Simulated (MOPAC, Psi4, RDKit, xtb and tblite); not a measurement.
Relaxed torsion scan: C6H6OS, SMILES s1cccc1C(C)=O. Scanned: dihedral O3–C2–C4–S8; all other coordinates were relaxed at GFN2-xTB. Points at φ and −φ are mirror images. Heavy atoms are numbered in the order of the SMILES CC(=O)c1cccs1, hydrogens after them in the order of the atoms that carry them; the mirror image has the same energies with the sign of each dihedral reversed.

- GFN2-xTB (xtb and tblite)
- PM3, restricted, heats of formation // GFN2-xTB (MOPAC)
- UFF // GFN2-xTB (RDKit)
- PBE-D3(BJ)/def2-SVP // GFN2-xTB (Psi4)

Energies relative to the lowest point of each profile, in kcal/mol; the last columns give the difference from PBE-D3(BJ):

| φ / ° | GFN2-xTB | PM3 | UFF | PBE-D3(BJ)/def2-SVP | GFN2-xTB − PBE-D3(BJ)/def2-SVP | PM3 − PBE-D3(BJ)/def2-SVP | UFF − PBE-D3(BJ)/def2-SVP |
|---|---|---|---|---|---|---|---|
| -150 | 1.2 | 0.2 | 1.9 | 2.5 | -1.3 | -2.3 | -0.6 |
| -120 | 4.1 | 0.7 | 6.7 | 7.1 | -3.0 | -6.3 | -0.4 |
| -90 | 6.2 | 0.7 | 10.4 | 10.2 | -4.0 | -9.5 | 0.2 |
| -60 | 4.9 | 0.9 | 7.3 | 7.5 | -2.6 | -6.6 | -0.1 |
| -30 | 2.3 | 1.7 | 2.7 | 2.6 | -0.3 | -0.9 | 0.1 |
| 0 | 1.0 | 2.3 | 1.3 | 0.0 | 1.0 | 2.3 | 1.3 |
| 30 | 2.3 | 1.7 | 2.7 | 2.6 | -0.3 | -0.9 | 0.1 |
| 60 | 4.9 | 0.9 | 7.3 | 7.5 | -2.6 | -6.6 | -0.1 |
| 90 | 6.2 | 0.7 | 10.4 | 10.2 | -4.0 | -9.5 | 0.2 |
| 120 | 4.1 | 0.7 | 6.7 | 7.1 | -3.0 | -6.3 | -0.4 |
| 150 | 1.2 | 0.2 | 1.9 | 2.5 | -1.3 | -2.3 | -0.6 |
| 180 | 0.0 | 0.0 | 0.0 | 0.6 | -0.6 | -0.6 | -0.6 |

GFN2-xTB is furthest from PBE-D3(BJ)/def2-SVP at -90 (-4.0 kcal/mol, below); its mean absolute difference over the points is 2.0 kcal/mol.

PM3 is furthest from PBE-D3(BJ)/def2-SVP at -90 (-9.5 kcal/mol, below); its mean absolute difference over the points is 4.5 kcal/mol.

UFF is furthest from PBE-D3(BJ)/def2-SVP at 0 (1.3 kcal/mol, above); its mean absolute difference over the points is 0.4 kcal/mol.
